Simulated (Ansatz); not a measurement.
Ansatz (a quantum-chemistry and plane-wave program) input (B3LYP-D3(BJ)/def2-TZVP):

Ansatz 0.2 input:
```yaml
crystal:
  periodic: [false, false, false]
  atoms:
    - {symbol: P, position_ang: [0.03250720, -0.05666463, 0.05072503]}
    - {symbol: H, position_ang: [0.00392946, -0.00963856, -1.35582486]}
    - {symbol: H, position_ang: [1.39733700, 0.61532213, 0.12299923]}
    - {symbol: H, position_ang: [-0.65116604, 1.13786303, 0.34586113]}
    - {symbol: H, position_ang: [-1.23770843, -0.89357720, 0.12608909]}
basis:
  gaussian:
    orbitals: def2-TZVP
hamiltonian:
  xc: b3lyp
  dispersion: d3bj
magnetization: {spin_polarized: true, initial_magnetization: 1}
phonons: {temperatures: {t_min: 298.15, t_max: 298.15, t_step: 100}}
```

Output:

```
Functional definition: B3LYP
integrals: 0.01 GiB planned
458 factors; their error is unknown
mean field: 0.15 GiB planned
mean field evaluation 1: about -9351.9368 eV, gradient 8.5e0 eV
mean field evaluation 2: about -9352.2412 eV, gradient 6.5e0 eV
mean field evaluation 4: about -9352.4736 eV, gradient 2.9e-1 eV
mean field evaluation 8: about -9352.4780 eV, gradient 5.9e-2 eV
mean field evaluation 16: about -9352.4780 eV, gradient 9.5e-6 eV
mean field -9352.47799593 eV, -343.6972270130 hartree, gradient 9.5e-6 eV, S^2 0.757284; 0 other end points of the search recorded, 0 dependent functions left out
the calculation of the forces begins
reference -9352.47820231 eV, -343.6972345973 hartree; 10, 9 occupied and 51, 52 virtual orbitals, 458 factors
these checks for a lower state are left out or cut short: stability, starts, cluster_reference, orbital_swaps, neighbouring_geometries, increment
integrals: 0.01 GiB planned
458 factors; their error is unknown
mean field: 0.15 GiB planned
mean field -9352.47792094 eV, -343.6972242572 hartree, gradient 1.1e-6 eV, S^2 0.757299; 0 other end points of the search recorded, 0 dependent functions left out
the calculation of the forces begins
reference -9352.47812728 eV, -343.6972318403 hartree; 10, 9 occupied and 51, 52 virtual orbitals, 458 factors
these checks for a lower state are left out or cut short: stability, starts, cluster_reference, orbital_swaps, neighbouring_geometries, increment
integrals: 0.01 GiB planned
458 factors; their error is unknown
mean field: 0.15 GiB planned
mean field -9352.47792189 eV, -343.6972242923 hartree, gradient 1.2e-6 eV, S^2 0.757270; 0 other end points of the search recorded, 0 dependent functions left out
the calculation of the forces begins
reference -9352.47812830 eV, -343.6972318777 hartree; 10, 9 occupied and 51, 52 virtual orbitals, 458 factors
these checks for a lower state are left out or cut short: stability, starts, cluster_reference, orbital_swaps, neighbouring_geometries, increment
integrals: 0.01 GiB planned
458 factors; their error is unknown
mean field: 0.15 GiB planned
mean field evaluation 32: about -9352.4780 eV, gradient 4.9e-5 eV
mean field -9352.47799155 eV, -343.6972268523 hartree, gradient 1.4e-6 eV, S^2 0.757279; 0 other end points of the search recorded, 0 dependent functions left out
the calculation of the forces begins
reference -9352.47819797 eV, -343.6972344380 hartree; 10, 9 occupied and 51, 52 virtual orbitals, 458 factors
these checks for a lower state are left out or cut short: stability, starts, cluster_reference, orbital_swaps, neighbouring_geometries, increment
integrals: 0.01 GiB planned
458 factors; their error is unknown
mean field: 0.15 GiB planned
mean field -9352.47798943 eV, -343.6972267741 hartree, gradient 1.3e-6 eV, S^2 0.757290; 0 other end points of the search recorded, 0 dependent functions left out
the calculation of the forces begins
reference -9352.47819577 eV, -343.6972343570 hartree; 10, 9 occupied and 51, 52 virtual orbitals, 458 factors
these checks for a lower state are left out or cut short: stability, starts, cluster_reference, orbital_swaps, neighbouring_geometries, increment
integrals: 0.01 GiB planned
458 factors; their error is unknown
mean field: 0.15 GiB planned
mean field -9352.47795380 eV, -343.6972254648 hartree, gradient 1.5e-6 eV, S^2 0.757280; 0 other end points of the search recorded, 0 dependent functions left out
the calculation of the forces begins
reference -9352.47816014 eV, -343.6972330478 hartree; 10, 9 occupied and 51, 52 virtual orbitals, 458 factors
these checks for a lower state are left out or cut short: stability, starts, cluster_reference, orbital_swaps, neighbouring_geometries, increment
integrals: 0.01 GiB planned
458 factors; their error is unknown
mean field: 0.15 GiB planned
mean field -9352.47795984 eV, -343.6972256869 hartree, gradient 1.8e-6 eV, S^2 0.757288; 0 other end points of the search recorded, 0 dependent functions left out
the calculation of the forces begins
reference -9352.47816625 eV, -343.6972332724 hartree; 10, 9 occupied and 51, 52 virtual orbitals, 458 factors
these checks for a lower state are left out or cut short: stability, starts, cluster_reference, orbital_swaps, neighbouring_geometries, increment
integrals: 0.01 GiB planned
458 factors; their error is unknown
mean field: 0.15 GiB planned
mean field -9352.47798835 eV, -343.6972267345 hartree, gradient 1.9e-6 eV, S^2 0.757301; 0 other end points of the search recorded, 0 dependent functions left out
the calculation of the forces begins
reference -9352.47819471 eV, -343.6972343183 hartree; 10, 9 occupied and 51, 52 virtual orbitals, 458 factors
these checks for a lower state are left out or cut short: stability, starts, cluster_reference, orbital_swaps, neighbouring_geometries, increment
integrals: 0.01 GiB planned
458 factors; their error is unknown
mean field: 0.15 GiB planned
mean field evaluation 64: about -9352.4780 eV, gradient 7.9e-6 eV
mean field -9352.47798606 eV, -343.6972266504 hartree, gradient 2.0e-6 eV, S^2 0.757268; 0 other end points of the search recorded, 0 dependent functions left out
the calculation of the forces begins
reference -9352.47819245 eV, -343.6972342351 hartree; 10, 9 occupied and 51, 52 virtual orbitals, 458 factors
these checks for a lower state are left out or cut short: stability, starts, cluster_reference, orbital_swaps, neighbouring_geometries, increment
integrals: 0.01 GiB planned
458 factors; their error is unknown
mean field: 0.15 GiB planned
mean field -9352.47798494 eV, -343.6972266093 hartree, gradient 2.9e-6 eV, S^2 0.757302; 0 other end points of the search recorded, 0 dependent functions left out
the calculation of the forces begins
reference -9352.47819134 eV, -343.6972341944 hartree; 10, 9 occupied and 51, 52 virtual orbitals, 458 factors
these checks for a lower state are left out or cut short: stability, starts, cluster_reference, orbital_swaps, neighbouring_geometries, increment
integrals: 0.01 GiB planned
458 factors; their error is unknown
mean field: 0.15 GiB planned
mean field -9352.47797354 eV, -343.6972261902 hartree, gradient 1.4e-6 eV, S^2 0.757266; 0 other end points of the search recorded, 0 dependent functions left out
the calculation of the forces begins
reference -9352.47817989 eV, -343.6972337737 hartree; 10, 9 occupied and 51, 52 virtual orbitals, 458 factors
Total energy: -9352.57028925 eV, -343.7006187301 hartree
Atom 0 at     0.032507    -0.056665     0.050725 Å, force    -0.000227     0.000395    -0.000354 eV/Å
Atom 1 at     0.003929    -0.009639    -1.355825 Å, force     0.000001    -0.000001     0.000271 eV/Å
Atom 2 at     1.397337     0.615322     0.122999 Å, force     0.000109    -0.000048     0.000074 eV/Å
Atom 3 at    -0.651166     1.137863     0.345861 Å, force     0.000131    -0.000228    -0.000066 eV/Å
Atom 4 at    -1.237708    -0.893577     0.126089 Å, force    -0.000014    -0.000118     0.000074 eV/Å
Dipole moment:    -0.032234     0.056189    -0.050299 e Å
Vibrations: 805.53 889.22 988.80 1115.64 1188.51 1448.52 1773.81 2445.82 2459.21 cm⁻¹, zero-point energy 0.813030 eV
```
